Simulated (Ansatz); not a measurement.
One geometry of the cluster Sb3⁻, several levels of theory.

```yaml
crystal:
  periodic: [false, false, false]
  atoms:
    - {symbol: Sb, position_ang: [1.725467, -0.207185, 1.271937]}
    - {symbol: Sb, position_ang: [-0.125954, -1.070070, -0.602471]}
    - {symbol: Sb, position_ang: [-1.599512, 1.277245, -0.669466]}
basis:
  gaussian: {orbitals: def2-TZVPD, initial_orbitals: start.molden}
total_charge: -1
magnetization: {spin_polarized: true, initial_magnetization: 4}
hamiltonian: {xc: pbe0, dispersion: d4}
scf: {omitted_lower_state_checks: [starts]}
output: {orbitals: {seedname: orbitals}}
```

The file start.molden holds the orbitals of an earlier run on this structure, at another level or in another basis.

```sh
$ ansatz run in.yaml --threads 4 --pin off --events-out ev --progress --plain --max-ram 3916MiB
```

Shortened log:

```
Functional definition: PBE0
1449 factors; their error is unknown
mean field evaluation 1: about -19614.7659 eV, gradient 1.5e1 eV
mean field evaluation 2: about -19615.2376 eV, gradient 6.1e-1 eV
mean field evaluation 4: about -19615.7637 eV, gradient 5.3e-1 eV
mean field evaluation 8: about -19615.7642 eV, gradient 4.6e-6 eV
mean field -19615.76420399 eV, -720.8660384540 hartree, gradient 4.6e-6 eV, S^2 6.021266; 0 other end points of the search recorded, 0 dependent functions left out
reference -19615.76422890 eV, -720.8660393696 hartree; 37, 33 occupied and 131, 135 virtual orbitals, 1449 factors
Total energy: -19615.92028187 eV, -720.8717742103 hartree
Checks for a lower state left out: starts
```

Run time 2.4 s (4 threads of Intel Xeon 6975P-C on a shared host), peak host memory 0.61 GiB.

First input, but with `hamiltonian: {xc: r2scan, dispersion: d4}` (abridged; 2.7 s):

```
Functional definition: r2SCAN
mean field -19622.98586722 eV, -721.1314296828 hartree, gradient 1.3e-5 eV, S^2 6.027986
Total energy: -19623.01768500 eV, -721.1325989647 hartree
Checks for a lower state left out: starts
```

The first input with `hamiltonian: {xc: {name: wB97M-V}}` (abridged; 7 s):

```
Functional definition: wB97M-V
mean field -19611.93690794 eV, -720.7253879184 hartree, gradient 1.4e-5 eV, S^2 6.027403
Total energy: -19611.93694467 eV, -720.7253892684 hartree
Checks for a lower state left out: starts
```

The first input with `hamiltonian: {xc: hse06, dispersion: d4}` (abridged; 2.3 s):

```
Functional definition: HSE06
mean field -19615.67047563 eV, -720.8625940004 hartree, gradient 2.5e-5 eV, S^2 6.020970
Total energy: -19615.82448718 eV, -720.8682538205 hartree
Checks for a lower state left out: starts
```

The first input with `hamiltonian: {xc: {name: r2SCANh}, dispersion: d4}` (abridged; 3.6 s):

```
Functional definition: r2SCANh
mean field -19622.00048334 eV, -721.0952174932 hartree, gradient 2.3e-5 eV, S^2 6.031817
Total energy: -19622.03857032 eV, -721.0966171639 hartree
Checks for a lower state left out: starts
```

The first input with `correlation: {method: mp2}` and without the key `hamiltonian` (abridged; 2.5 s):

```
Functional definition: HF
mean field -19534.80601641 eV, -717.8908799359 hartree, gradient 2.0e-6 eV, S^2 6.081244
12 core orbitals not correlated: weight in the atoms' cores, before any rotation towards them, 1.000 or more for the frozen orbitals, at most 0.000 for the correlated occupied ones
second order -26.34898406 eV of doubles, -0.00000000 eV of singles
Total energy: -19561.15500047 eV, -718.8591872403 hartree
Checks for a lower state left out: starts
```

First input, but with `hamiltonian: {xc: pbe}`, `correlation: {method: rpa}` and without the key `output` (abridged; 3.8 s):

```
Functional definition: PBE
mean field -19614.94243572 eV, -720.8358390274 hartree, gradient 2.6e-6 eV, S^2 6.010459
12 core orbitals not correlated: weight in the atoms' cores, before any rotation towards them, 1.000 or more for the frozen orbitals, at most 0.000 for the correlated occupied ones
Total energy: -19569.23629354 eV, -719.1561692828 hartree
Checks for a lower state left out: starts
```

Geometry: r2SCAN-D4/def2-SVPD.

In the def2 sets Sb takes a core potential; there is no spin–orbit coupling. HSE06 is defined as in plane-wave codes, on full-range PBE exchange. Correlated methods freeze 12 core orbitals; core or outer-core shells of Sb are correlated, in sets that lack core-valence functions. At r2SCAN-D4/def2-TZVPD, HSE06-D4/def2-TZVPD, r2SCANh-D4/def2-TZVPD the highest occupied level of the charge -1 quintet lies above zero (up to 0.39 eV). It is a level of α spin, whose loss leaves a quartet; that state wasn't run at this geometry and level. The electron is either unbound and held by the finite basis, or the level is raised by self-interaction error. At PBE0-D4/def2-TZVPD a triplet of charge -1 lies 1.49 eV below the quintet, each at its own geometry. The structure comes from a short search, and lower isomers may exist.
